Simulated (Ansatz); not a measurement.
A search over several starts for the lowest SCF solution of the cluster InP₂⁻ at the given spin, in a small basis.

```yaml
crystal:
  periodic: [false, false, false]
  atoms:
    - {symbol: In, position_ang: [0.685261, 1.417537, -0.437004]}
    - {symbol: P, position_ang: [0.172327, -1.186390, -0.523297]}
    - {symbol: P, position_ang: [-0.857588, -0.231147, 0.960300]}
basis:
  gaussian: {orbitals: def2-SVP, initial_orbitals: start.molden}
total_charge: -1
hamiltonian: {xc: pbe0, dispersion: d4}
output: {orbitals: {seedname: orbitals}}
```

The file start.molden holds the orbitals of an earlier run on this structure, at another level or in another basis.

```sh
$ ansatz run in.yaml --threads 4 --pin off --events-out ev --progress --plain --max-ram 3916MiB
```

Shortened log:

```
Functional definition: PBE0
655 factors; integrals over basis functions are off by at most 1.5e-3 eV
mean field evaluation 1: about -23709.9504 eV, gradient 1.7e2 eV
mean field evaluation 2: about -23725.1726 eV, gradient 2.0e1 eV
mean field evaluation 4: about -23731.3803 eV, gradient 2.1e1 eV
mean field evaluation 8: about -23739.9448 eV, gradient 3.4e0 eV
mean field evaluation 16: about -23738.3885 eV, gradient 1.9e1 eV
mean field -23740.01681043 eV, -872.4295262219 hartree, gradient 2.0e-5 eV, S^2 0.000000; 1 other end points of the search recorded, 0 dependent functions left out
reference -23740.01683249 eV, -872.4295270327 hartree; 26, 26 occupied and 36, 36 virtual orbitals, 655 factors
Total energy: -23740.13861301 eV, -872.4340023842 hartree
```

It took 0.5 s on 4 threads of AMD EPYC 9R45 on a shared host.

In the def2 sets In takes a core potential; there is no spin–orbit coupling. The highest occupied level of the charge -1 singlet lies above zero (up to 0.22 eV). By energy differences its removal costs 1.72 eV (vertical, to the charge 0 doublet, at CCSD(T)/def2-TZVPPD). The structure comes from a short search, and lower isomers may exist.
